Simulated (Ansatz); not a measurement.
Start from `CN([SiH2]O)[SiH2]F` and change one atom or group to get `C[N]([GeH3])[SiH2]O`.

Ansatz, PBE0-D4/def2-TZVP geometries, multiplicity 1. Each molecule was computed in one conformer, which needn't be the lowest.

Scalar relativity is left out up to krypton.

```
                                        property  `CN([SiH2]O)[SiH2]F`
            HOMO–LUMO gap (PBE0/def2-TZVPP) / eV                  8.07
size of the dipole moment (B3LYP/def2-TZVPP) / D                  0.57
               LUMO energy (PBE/def2-TZVPP) / eV                 -0.54
  size of the dipole moment (PBE/def2-TZVPP) / D                  0.56
              HOMO energy (PBE0/def2-TZVPP) / eV                 -7.76
              LUMO energy (PBE0/def2-TZVPP) / eV                  0.31
```

(1) What does the change do to each property? (Estimate.)

## Answers

(1) The calculation gave: 
```json
{"property": "HOMO–LUMO gap (PBE0/def2-TZVPP) / eV", "`C[N]([GeH3])[SiH2]O`": "7.35", "shift": "-0.72"}
{"property": "size of the dipole moment (B3LYP/def2-TZVPP) / D", "`C[N]([GeH3])[SiH2]O`": "1.91", "shift": "1.34"}
{"property": "LUMO energy (PBE/def2-TZVPP) / eV", "`C[N]([GeH3])[SiH2]O`": "-0.50", "shift": "0.04"}
{"property": "size of the dipole moment (PBE/def2-TZVPP) / D", "`C[N]([GeH3])[SiH2]O`": "1.87", "shift": "1.31"}
{"property": "HOMO energy (PBE0/def2-TZVPP) / eV", "`C[N]([GeH3])[SiH2]O`": "-7.01", "shift": "0.75"}
{"property": "LUMO energy (PBE0/def2-TZVPP) / eV", "`C[N]([GeH3])[SiH2]O`": "0.34", "shift": "0.03"}
```

Dipoles are sizes alone; their direction can turn.

B3LYP here is the variant with VWN-RPA as its local correlation; programs differ in this.
